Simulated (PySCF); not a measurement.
**Mn²⁰⁺: ionisation energy**

Mn²⁰⁺ [He] 2s2 2p1 (2P) → Mn²¹⁺ [He] 2s2 (1S), as a difference of total energies. Computed with PySCF 2.14 in an even-tempered Gaussian basis (20 s from 3.8 bohr⁻², ratio 2.2; 11 p from 4.9 bohr⁻², ratio 2.2; 6 d from 22 bohr⁻², ratio 2.4; 5 f from 32 bohr⁻², ratio 2.4; 4 g from 49 bohr⁻², ratio 2.4), with scalar relativity by spin-free X2C-1e. Correlated levels: nothing frozen; virtual orbitals above 40 to 60 times the deepest correlated orbital energy dropped. The calculations carry no spin-orbit coupling.

```tsv
method	ionisation energy (eV)
UHF	1637.3
LDA	1635.6
PBE	1638.3
PBE0	1638.3
r2SCAN	1639.3
B3LYP	1639.1
PBEsol	1636.5
MP2 (all electrons)	1636.9
SCS-MP2 (all electrons)	1636.6
```

A first-order spin-orbit estimate (lowest level to lowest level, LS coupling) adds 8.306 eV.

For comparison: 1643.2 ± 0.7 eV (semi-empirical (NIST evaluation); NIST Atomic Spectra Database, ionization energies).
